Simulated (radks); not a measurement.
The nuclear charge of the niobium ion Nb2+ is varied continuously with 39 electrons held in [Kr] 4d3. Calculated with a radial shooting solver on a logarithmic mesh with Libxc functionals: Dirac Kohn-Sham, BLYP, spin-unpolarised, spherical densities, finite nucleus; open shells are shared between the two j in proportion to 2j + 1; Fermi nuclear charge, rms radius 4.324 fm. By the Hellmann-Feynman theorem dE/dZ = E(electron-nucleus)/Z, the electronic potential at the nucleus (averaged over a nucleus of fixed radius).

| Z | E (hartree) | E(electron-nucleus)/Z (hartree) | HOMO | e(HOMO) (eV) | <r> HOMO (bohr) |
|---|---|---|---|---|---|
| 40.5 | -3708.56301 | -220.680 | 4d5/2 | -13.116 | 2.056 |
| 40.75 | -3763.96353 | -222.524 | 4d5/2 | -15.942 | 1.959 |
| 41 | -3819.82503 | -224.368 | 4d5/2 | -18.954 | 1.875 |
| 41.25 | -3876.14743 | -226.211 | 4d5/2 | -22.143 | 1.801 |
| 41.5 | -3932.93070 | -228.055 | 4d5/2 | -25.498 | 1.735 |
| 41.75 | -3990.17492 | -229.899 | 4d5/2 | -29.014 | 1.676 |
| 42 | -4047.88022 | -231.744 | 4d5/2 | -32.684 | 1.623 |

The central difference of E at Z = 41 is -224.368 hartree, to compare with the third column; the second derivative is -7.37 hartree.
